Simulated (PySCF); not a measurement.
GeH₅NTe, SMILES N[Te][GeH3]. The structure is a stationary point at PBE-D3(BJ)/def2-SVP. This is a generated structure with no PubChem entry under its InChIKey; it may be hypothetical. The def2 effective core potentials stand for the cores of Te; spin–orbit coupling is left out. Other conformers were not sampled.

Give the equilibrium geometry at PBE-D3(BJ)/def2-SVP (PySCF confirms it by a frequency run) as bond lengths and angles, and its point group. (The exact figures need the calculation; the answer reports its results.)

This is not unique; one that fits is point group Cs.
Atoms: Te1 N2 H3 H4 Ge5 H6 H7 H8. Bonds (Å): Te1–N2 2.115, Te1–Ge5 2.583, N2–H3 1.031, N2–H4 1.031, Ge5–H6 1.554, Ge5–H7 1.551, Ge5–H8 1.551. Bond angles (°): N2–Te1–Ge5 89.5, Te1–N2–H3 106.1, Te1–N2–H4 106.1, H3–N2–H4 105.9, Te1–Ge5–H6 108.0, Te1–Ge5–H7 109.7, Te1–Ge5–H8 109.7, H6–Ge5–H7 109.9, H6–Ge5–H8 109.9, H7–Ge5–H8 109.6.
Charge 0, spin multiplicity 1.
